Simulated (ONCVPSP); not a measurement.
# Potentials for gold compared

Generated with ld1.x 7.5 (TM, RRKJ, ultrasoft, PAW), atompaw 4.2 or ONCVPSP 4.0.1. The cutoff is in Ry: for ld1.x and atompaw files where the sum of valence levels is converged to 10 mRy in a Bessel basis, for ONCV files where the hardest occupied wave has 1 mHa per electron of residual kinetic energy. The error is the largest all-electron minus pseudo excitation energy over each file’s own four to seven test configurations (ionisations up to +4, promotions, holes and added fractions of an electron), all of which were solved. The labels leave out finer settings (local radius, basis sizes, second energies), which also bear on the numbers. Spin-polarised tests are not counted. The rows are a selection from randomly drawn settings: files with unsolved tests, undetermined cutoffs or missed reference levels are left out.

A true bound ghost makes a file unfit for plane-wave use even where its test errors are small: the radial tests pick states by their node count and pass the ghost by.

```csv
potential,cutoff (Ry),largest error (meV),bound ghosts
"ONCV, LDA (Perdew-Zunger), scalar-relativistic, rc 1.25/1.70/2.30 (spd), local smoothed, core correction yes, reference 5s2 5p6 5d9 6s2, qcut 8.1/7.7/8.1, projectors 2/3/1",61,-10,none
"ONCV, PBEsol, scalar-relativistic, rc 1.40/1.45/2.05 (spd), local smoothed, core correction yes, reference 5s2 5p6 5d10 6s1, qcut 8.9/8.9/8.5, projectors 2/1/2",61,-48,none
"ONCV, PBE, scalar-relativistic, rc 1.60/1.35/1.50 (spd), local smoothed, core correction yes, reference 5s2 5p6 5d10 6s1, qcut 9.3/8/6.4, projectors 3/2/2",55,-132,none
"ONCV, LDA (Perdew-Wang 92), scalar-relativistic, rc 1.50/1.25/1.40 (spd), local smoothed, core correction yes, reference 5s2 5p6 5d10 6s1, qcut 8.3/6.6/7.6, projectors 2/2/2",290,-16,none
"ONCV, PBEsol, fully relativistic, rc 1.45/1.45/1.45/0.70 (spdf), local smoothed, core correction no, reference 4f14 5s2 5p6 5d9 6s2, qcut 7.5/7.5/7.7/25.9, projectors 3/2/2/1",564,-8.1,"s, p3/2"
```

**Question.** Fill in the row for Au: ONCV, PBE, scalar-relativistic, rc 1.55/1.20/1.30 (spd), local smoothed, core correction no, reference 5s2 5p6 5d10 6s1, qcut 7.4/6/7.3, projectors 2/3/2.

**Answer.** cutoff 247 Ry, largest error -400 meV, bound ghosts: p.

**Question.** Fill in the row for Au: ONCV, LDA (Perdew-Zunger), scalar-relativistic, rc 1.55/1.20/1.75 (spd), local smoothed, core correction yes, reference 5s2 5p6 5d10 6s1, qcut 8.8/7.5/10.8, projectors 2/1/1.

**Answer.** cutoff 160 Ry, largest error +280 meV, bound ghosts: s.
